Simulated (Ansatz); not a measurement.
Reaction (ligand exchange at a Zn–Br bond): `C[N](C)[Zn][Br]` + silanol → `C[N](C)[Zn][O][SiH3]` + HBr

Program: Ansatz. Geometries: PBE0-D4/def2-TZVP. ΔE: electronic, gas phase. CCSD(T)/CBS adds triple-zeta CCSD(T) − MP2 to the extrapolated MP2 energy (def2 sets, frozen cores). DFT in def2-TZVPP. HSE06 is defined as in plane-wave codes. For Br, Zn outer-core shells are correlated without core-valence functions, which leaves a few kJ/mol of doubt a bond. Scalar relativity is left out up to krypton. One conformer a species, not always the lowest.

CCSD(T)/CBS gives +0.93 eV.

**Question.** Another level gave +0.88 eV. Which?
A. HF/def2-TZVPP
B. HSE06-D4/def2-TZVPP
C. BLYP-D4/def2-TZVPP
D. CCSD/def2-TZVPP

**Answer.** D. CCSD/def2-TZVPP 0.88, HSE06-D4 0.99, BLYP-D4 0.82, HF/def2-TZVPP 1.11 eV.

Largest T1 diagnostic among the species: 0.015.

Leaving LDA and LC-ωPBE aside and taking each functional with its dispersion term where it has one, the values, not all of them listed here, spread over 0.17 eV, from BLYP-D4 to r2SCAN0-D4. LDA lies −0.05 eV from PBE without D4. From BLYP to BHLYP (50 % exact exchange), in def2-TZVPP and without D4, ΔE moves by +0.14 eV. At CCSD(T), def2-SVP lies −0.18 eV from the extrapolated value and def2-TZVPP −0.08 eV.
